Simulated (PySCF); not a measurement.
# Correlation energy of Cl⁺ (chlorine, charge +1)

[Ne] 3s2 3p4, high-spin 3P determinant. All numbers are calculated (PySCF 2.14, the spin-free X2C one-electron Hamiltonian (Gaussian nucleus), in aug-cc-pVDZ-DK). Frozen: [Ne]; 6 electrons correlated.

| level | correlation energy (mhartree) |
| --- | --- |
| CCSD | -110.48 |
| (T) | -1.51 |
| CCSD(T) | -111.99 |
| CCSDT | -112.30 |

Diagnostics: T1 = 0.0072, D1 = 0.0237, largest double amplitude 0.043.

**Question.** Is a single reference adequate?

**Answer.** Yes: T1 lies below 0.03 and no double amplitude reaches 0.07.
